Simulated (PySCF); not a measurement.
Gas-phase XPS of As(SMe)3, computed

Species: As(SMe)3, C₃H₉AsS₃.
Cartesian coordinates in Å at the PBE0-D3(BJ)/def2-SVP level; atoms count from 1:
```
atom  x, y, z in Å
As1    0.0004    0.0615    0.2137
S2     1.8429    0.5750   -0.9647
C3     3.0530   -0.4047   -0.0270
H4     3.0992   -0.0994    1.0284
H5     4.0316   -0.2176   -0.4913
H6     2.8257   -1.4780   -0.0993
S7    -1.4122    1.3678   -0.9406
C8    -1.2973    2.8702    0.0779
H9    -1.5687    2.6751    1.1255
H10   -2.0164    3.5867   -0.3439
H11   -0.2903    3.3082    0.0249
S12   -0.4384   -1.8468   -0.8820
C13   -1.7611   -2.4929    0.1857
H14   -1.4231   -2.6192    1.2244
H15   -2.0337   -3.4781   -0.2185
H16   -2.6459   -1.8415    0.1533
```

Method used: delta-SCF UKS SCAN, pcX-2 on the ionised atom, pcseg-1 elsewhere, spin-free X2C (PySCF 2.14.0). Vertical ΔSCF values, vacuum level as zero.

Task: Give the core binding energies atom by atom.

Result: 
| atom(s) | environment | level | binding energy (eV) | count |
| --- | --- | --- | --- | --- |
| S2/S7/S12 | sulfur bonded to As and C | S 1s | 2476.30 | 3 |
| C3/C8/C13 | carbon bonded to S and 3 H | C 1s | 291.09 | 3 |

Task: Which photon energy gives electrons from C 1s of C3/C8/C13 a kinetic energy of 100 eV, and what is their de Broglie wavelength?

Result: hν = 291.09 + 100 = 391.09 eV, recoil neglected; λ = 12.264 Å/√(E/eV) = 1.23 Å.

Topologically equivalent atoms share the value of their first member; where this conformer doesn't relate them by symmetry, their own values could differ. Not every level is listed. No level of arsenic is listed. Geometry: PBE0-D3(BJ)/def2-SVP, one conformer, isolated molecule.
